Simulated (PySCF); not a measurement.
Species: C8H7N.
SMILES with atom numbers: `[CH3:1][C:2]#[C:3][c:4]1[cH:5][cH:6][cH:7][cH:8][n:9]1` (hydrogens: H10, H11, H12 on C1; H13 on C5; H14 on C6; H15 on C7; H16 on C8)

The same species was optimised twice, with GFN2-xTB and with PBE0-D3(BJ)/def2-SVP (PySCF), and the same property calculations (PySCF, gas phase) were run on both structures.

| coordinate | GFN2-xTB | PBE0-D3(BJ)/def2-SVP | change |
| --- | --- | --- | --- |
| C3–C4 (Å) | 1.418 | 1.435 | +0.017 |
| C2≡C3 (Å) | 1.203 | 1.214 | +0.011 |
| C8–N9 (Å) | 1.318 | 1.327 | +0.009 |
| C4–N9 (Å) | 1.332 | 1.340 | +0.008 |
| C7–C8 (Å) | 1.387 | 1.396 | +0.009 |
| C1–C2 (Å) | 1.443 | 1.451 | +0.008 |
| C5–C6 (Å) | 1.382 | 1.389 | +0.007 |
| C4–C5 (Å) | 1.399 | 1.406 | +0.007 |
| C6–C7 (Å) | 1.388 | 1.393 | +0.005 |
| C2–C3–C4 (°) | 179.4 | 178.7 | -0.7 |
| C1–C2–C3 (°) | 179.9 | 179.3 | -0.6 |
| C4–C5–C6 (°) | 118.4 | 118.8 | +0.4 |
| C3–C4–N9 (°) | 117.4 | 117.7 | +0.3 |
| C5–C4–N9 (°) | 122.6 | 122.4 | -0.2 |
| C7–C8–N9 (°) | 123.7 | 123.9 | +0.2 |
| C5–C6–C7 (°) | 118.9 | 118.8 | -0.1 |
| C3–C4–C5 (°) | 120.0 | 119.9 | -0.1 |

Rotational constants: A = 5733, B = 857.1, C = 749.2 MHz (GFN2-xTB) against A = 5677, B = 842.0, C = 736.6 MHz (PBE0-D3(BJ)/def2-SVP). Point groups within 0.08 Å: Cs and Cs.

On the GFN2-xTB structure: lowest singlet, TDDFT (eV) 4.66 [PBE0/def2-SVPD]; lowest triplet, Tamm–Dancoff (eV) 3.53 [PBE0/def2-SVPD]; isotropic polarisability (au) 104.3 [PBE0/def2-SVPD]; HOMO (eV) -6.83 [PBE0/def2-SVPD]; LUMO (eV) -1.15 [PBE0/def2-SVPD]; dipole (D) 1.86 [PBE0/def2-SVPD]; HOMO (eV) -6.85 [PBE0/pcSseg-1]; LUMO (eV) -1.12 [PBE0/pcSseg-1]; dipole (D) 1.89 [PBE0/pcSseg-1]; GIAO shielding of C1 (ppm) 181.3 [PBE0/pcSseg-1]; GIAO shielding of C2 (ppm) 91.0 [PBE0/pcSseg-1]; GIAO shielding of C3 (ppm) 99.3 [PBE0/pcSseg-1]; GIAO shielding of C4 (ppm) 37.9 [PBE0/pcSseg-1]; GIAO shielding of C5 (ppm) 53.3 [PBE0/pcSseg-1]; GIAO shielding of C6 (ppm) 45.7 [PBE0/pcSseg-1]; GIAO shielding of C7 (ppm) 60.7 [PBE0/pcSseg-1]; GIAO shielding of C8 (ppm) 31.6 [PBE0/pcSseg-1].

Task: What do these properties become on the PBE0-D3(BJ)/def2-SVP structure?

Result: 
```csv
property,level,on GFN2-xTB,on PBE0-D3(BJ)/def2-SVP,change
"lowest singlet, TDDFT (eV)",PBE0/def2-SVPD,4.66,4.64,-0.02
"lowest triplet, Tamm–Dancoff (eV)",PBE0/def2-SVPD,3.53,3.49,-0.04
isotropic polarisability (au),PBE0/def2-SVPD,104.3,106.3,+2.0
HOMO (eV),PBE0/def2-SVPD,-6.83,-6.85,-0.02
LUMO (eV),PBE0/def2-SVPD,-1.15,-1.21,-0.06
dipole (D),PBE0/def2-SVPD,1.86,1.88,+0.02
"energy, GFN2-xTB geometry as zero (kcal/mol)",PBE0/def2-SVPD,0.0,-1.0,-1.0
HOMO (eV),PBE0/pcSseg-1,-6.85,-6.86,-0.01
LUMO (eV),PBE0/pcSseg-1,-1.12,-1.18,-0.06
dipole (D),PBE0/pcSseg-1,1.89,1.91,+0.02
"energy, GFN2-xTB geometry as zero (kcal/mol)",PBE0/pcSseg-1,0.0,-0.2,-0.2
GIAO shielding of C1 (ppm),PBE0/pcSseg-1,181.3,178.9,-2.4
GIAO shielding of C2 (ppm),PBE0/pcSseg-1,91.0,90.6,-0.4
GIAO shielding of C3 (ppm),PBE0/pcSseg-1,99.3,98.1,-1.2
GIAO shielding of C4 (ppm),PBE0/pcSseg-1,37.9,35.3,-2.6
GIAO shielding of C5 (ppm),PBE0/pcSseg-1,53.3,51.1,-2.2
GIAO shielding of C6 (ppm),PBE0/pcSseg-1,45.7,44.0,-1.7
GIAO shielding of C7 (ppm),PBE0/pcSseg-1,60.7,58.1,-2.6
GIAO shielding of C8 (ppm),PBE0/pcSseg-1,31.6,29.1,-2.5
```

The heavy atoms differ by 0.020 Å rms after alignment. Among bonds between heavy atoms C3–C4 changes most (+0.017 Å). Changes are differences of the printed values. Neither structure is proved a minimum here.
